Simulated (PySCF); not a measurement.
All values below come from ωB97X-D3(BJ)/def2-TZVP // PBE0-D3(BJ)/def2-TZVP (PySCF). All species are isolated molecules in the gas phase. One relaxed conformer stands for a flexible species; it need not be the lowest. Excitations are Tamm–Dancoff values on a coarser integration grid. The basis has no diffuse functions, so Rydberg states are missing or too high.

Reference species (SMILES): `NC1=BB1` (neutral, multiplicity 1).

The S1 excitation (TDA) comes out as 2.75 eV. The HOMO–LUMO gap is 8.78 eV and the S1 oscillator strength is 0.006. The HOMO is -8.85 eV.

After one change: the S1 excitation (TDA) falls by 2.15 eV; the HOMO–LUMO gap falls by 2.06 eV; the S1 oscillator strength stays essentially unchanged; the HOMO increases by 1.55 eV.

Task: What was changed between the two runs? The new species is one of these.
(A) `B=BN=C`
(B) `BBC#N`
(C) `[H]/B=C/N=B`
(D) `NB1B=C1`

Result: A, `B=BN=C`
